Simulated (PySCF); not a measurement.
## The electron affinity along the 5p block

All values are computed (PySCF 2.14, energy differences of UHF-based or UKS calculations, no spin-orbit coupling). Values in eV. The last column holds reference values (measured affinities from photodetachment; the arrow runs from anion to atom). Unmarked ones compare directly (S terms, centres of terms, or small fine structure); those marked * lie between the lowest fine-structure levels and include a spin-orbit shift.

```tsv
element	configurations	SCS-MP2 (valence)	CCSD(T) (valence)	LDA	PBE	MP2 (valence and next inner shell)	CCSD (valence and next inner shell)	reference
In (aug-cc-pwCVDZ-PP with ECP28MDF, ECP)	[Kr] 4d10 5s2 5p2 → [Kr] 4d10 5s2 5p1	0.237	0.369	0.636	0.532	0.311	0.314	0.384 *
Sn (aug-cc-pwCVDZ-PP with ECP28MDF, ECP)	[Kr] 4d10 5s2 5p3 → [Kr] 4d10 5s2 5p2	1.169	1.299	1.552	1.419	1.327	1.264	1.112 *
Sb (aug-cc-pwCVDZ-PP with ECP28MDF, ECP)	[Kr] 4d10 5s2 5p4 → [Kr] 4d10 5s2 5p3	0.427	0.502	1.154	0.927	0.396	0.455	1.047 *
I (aug-cc-pwCVDZ-PP with ECP28MDF, ECP)	[Xe] → [Kr] 4d10 5s2 5p5	3.074	3.086	3.552	3.303	3.193	3.040	3.059 *
```

**Question.** Fill in the row of Te (aug-cc-pwCVDZ-PP with ECP28MDF, ECP) ([Kr] 4d10 5s2 5p5 → [Kr] 4d10 5s2 5p4).

**Answer.** SCS-MP2 (valence) 1.704; CCSD(T) (valence) 1.744; LDA 2.324; PBE 2.082; MP2 (valence and next inner shell) 1.748; CCSD (valence and next inner shell) 1.697; reference 1.971 * (eV).

The highest occupied level of the anion is positive for In⁻ at LDA, PBE; Sn⁻ at LDA, PBE; Sb⁻ at LDA, PBE; Te⁻ at LDA, PBE, so there the basis helps to hold the electron.

"Valence" correlates the outer s and p shells and, in groups 3 to 12 and the f block, the outer d or f shell, open or full, or the next shell where the ion has no valence electron left; the wider scheme adds the next inner shell.
